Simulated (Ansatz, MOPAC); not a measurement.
Spectroscopic constants of BH-, multiplicity 2 (lowest of 2S+1 = 2, 4 at CCSD(T)/def2-TZVPP on PBE0 minima; our sources give no spin for the ground state, which may be another). The T1 diagnostic near the minimum is 0.113, so single-reference values are doubtful.

Seven points along R, fitted to fifth degree in 1/R; most abundant isotopes. Runs in def2 and cc sets follow the lowest solution found near the PBE0 minimum.

Correlated levels freeze the cores. CBS(a, b) extrapolates the correlation energy as X⁻³ and adds the Hartree–Fock energy of set b. The state that AM1 reach isn't checked.

The values were computed with Ansatz (Gaussian basis) for Hartree–Fock, density functionals and correlated methods; MOPAC for AM1 (differences of heats of formation). 

Question: What bond length and harmonic frequency does AM1 give?

Answer: r_e = 1.249 Å, ω_e = 2838 cm⁻¹.

Question: What bond length and harmonic frequency does wB97X-V/def2-TZVPP give?

Answer: r_e = 1.264 Å, ω_e = 2116 cm⁻¹.

Question: What bond length and harmonic frequency does CCSD(T)/CBS(aug-cc-pVTZ, aug-cc-pVQZ) give?

Answer: r_e = 1.255 Å, ω_e = 2152 cm⁻¹.

Doubts at one or more of the structures used: a spin-contaminated determinant (CCSD(T)/CBS(aug-cc-pVTZ, aug-cc-pVQZ)); T1 above 0.05 (CCSD(T)/CBS(aug-cc-pVTZ, aug-cc-pVQZ)).

Ansatz is a program for electronic structure.
